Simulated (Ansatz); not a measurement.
Species: BeF, charge 0, doublet. BeF (SMILES [Be][F], doublet).
B3LYP-D3(BJ)/def2-TZVP minimum from Ansatz (a quantum-chemistry and plane-wave program):
```xyz
2

Be     0.0000     0.0000    -0.9505
F      0.0000     0.0000     0.4225
```
Charge 0, spin multiplicity 2.

Total energies in hartree (Ansatz). UHF or UKS for unpaired electrons; spin-orbit terms are left out. Cores are frozen in correlated methods. No relativity. Where a partner has so few electrons that a lower coupled-cluster level is exact, that level stands in. The restricted determinant of Be ([Be], singlet) is unstable towards broken spin symmetry in at least one set run. The spin of BeF ([Be][F], doublet) was assumed, and the state is the lowest solution found for it.

| species | HF/def2-TZVPP | CCSD(T)/def2-TZVPP | HF/def2-QZVPP | CCSD(T)/def2-QZVPP | CCSDT(Q)/def2-QZVPP |
|---|---|---|---|---|---|
| 1: BeF (SMILES [Be][F], doublet) | -114.15930 | -114.44264 | -114.17061 | -114.48199 | -114.48236 |
| 2: Be (singlet) | -14.57258 | -14.61767 | -14.57300 | -14.61856 | -14.61856 |
| 3: F (doublet) | -99.41180 | -99.62506 | -99.41589 | -99.65118 | -99.65148 |

Problem. Work out the atomisation energy (electronic, to ground-state atoms) in kcal/mol: take Hartree-Fock from def2-QZVPP, extrapolate the CCSD(T) correlation energy as X^-3 (X = 3, 4), and add CCSDT(Q) - CCSD(T) in def2-QZVPP. 1 hartree = 627.51 kcal/mol.

Solution. 
Species 1: correlation (64·(-0.31138) - 27·(-0.28334))/37 = -0.33184; step -0.00037; E1 = -114.17061 + (-0.33184) + (-0.00037) = -114.50282
Species 2: correlation (64·(-0.04556) - 27·(-0.04509))/37 = -0.04590; step +0.00000; E2 = -14.57300 + (-0.04590) + (+0.00000) = -14.61890
Species 3: correlation (64·(-0.23529) - 27·(-0.21326))/37 = -0.25137; step -0.00030; E3 = -99.41589 + (-0.25137) + (-0.00030) = -99.66756
-1·E1 +1·E2 +1·E3 = 0.21636 hartree = 135.8 kcal/mol.
